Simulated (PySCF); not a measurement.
A calculated (BP86, PySCF 2.14, pcseg-2, the non-relativistic Hamiltonian (point nucleus)) atom or ion has these occupied shells.

```csv
shell,electrons,orbital energy (eV),"rms radius, mean of both spins (bohr)"
1s α,1,-11542.3,0.0537
1s β,1,-11542.2,0.0537
2s α,1,-1447.0,0.224
2s β,1,-1446.9,0.224
2p α,3,-1293.9,0.198
2p β,3,-1293.8,0.198
3s α,1,-183.67,0.654
3s β,1,-183.53,0.654
3p α,3,-132.06,0.674
3p β,3,-131.89,0.674
3d α,5,-41.593,0.759
3d β,5,-41.336,0.759
4s α,1,-14.846,2.12
4s β,1,-12.694,2.12
4p α,3,-6.002,2.72
```

(1) Name the element and its charge.

Results:

(1) As (arsenic, neutral), in [Ar] 3d10 4s2 4p3, high-spin 4S determinant.
